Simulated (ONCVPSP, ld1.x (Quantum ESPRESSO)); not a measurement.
**Potentials for O compared**

Generated with ld1.x 7.5 (TM, RRKJ, ultrasoft, PAW), atompaw 4.2 or ONCVPSP 4.0.1. The cutoff is in Ry: for ld1.x and atompaw files where the sum of valence levels is converged to 10 mRy in a Bessel basis, for ONCV files where the hardest occupied wave has 1 mHa per electron of residual kinetic energy. The error is the largest all-electron minus pseudo excitation energy over each file’s own four to seven test configurations (ionisations up to +4, promotions, holes and added fractions of an electron), all of which were solved. The labels leave out finer settings (local radius, basis sizes, second energies), which also bear on the numbers. Spin-polarised tests are not counted. The rows are a selection from randomly drawn settings: files with unsolved tests, undetermined cutoffs or missed reference levels are left out.

A true bound ghost makes a file unfit for plane-wave use even where its test errors are small: the radial tests pick states by their node count and pass the ghost by.

```tsv
potential	cutoff (Ry)	largest error (meV)	bound ghosts
ONCV, Wu-Cohen, scalar-relativistic, rc 0.80/1.05/0.80 (spd), local smoothed, core correction yes, reference 2s2 2p3.75, qcut 9.2/8.1/13.5, projectors 2/2/3	273	+46	none
ONCV, PBE, scalar-relativistic, rc 0.90/1.20 (sp), local smoothed, core correction yes, reference 2s2 2p4, qcut 8.7/11.7, projectors 1/2	85	+1067	none
ONCV, PBE, scalar-relativistic, rc 0.75/1.00/1.00 (spd), local smoothed, core correction no, reference 2s2 2p3, qcut 9.3/6.7/11.2, projectors 2/2/2	468	+228	none
ONCV, LDA (Perdew-Wang 92), scalar-relativistic, rc 0.80/1.95/1.65 (spd), local s, core correction yes, reference 2s2 2p4, qcut 9.2/7.4/5.7, projectors 0/2/1	79	+2582	none
ONCV, PBE, non-relativistic, rc 0.60/1.80/1.50 (spd), local smoothed, core correction yes, reference 2s2 2p3, qcut 13.5/7.7/6.3, projectors 2/2/2	289	+1205	s, d
```

(1) Fill in the row for O: ONCV, PBEsol, scalar-relativistic, rc 0.65/1.45 (sp), local smoothed, core correction yes, reference 2s2 2p4, qcut 12.6/8.1, projectors 3/2.

(2) Fill in the row for O: PAW, LDA (PZ), scalar-relativistic, rc 0.90/1.85 (sp), local smoothed, core correction yes, reference 2s1.75 2p4.25.

(3) Fill in the row for O: ONCV, PBE, scalar-relativistic, rc 0.65/1.80 (sp), local smoothed, core correction yes, reference 2s2 2p1, qcut 13/9.5, projectors 2/2.

## Answers

(1) cutoff 85 Ry, largest error +857 meV, bound ghosts: s.

(2) cutoff 21 Ry, largest error +627 meV, bound ghosts: none.

(3) cutoff 93 Ry, largest error +1497 meV, bound ghosts: s.
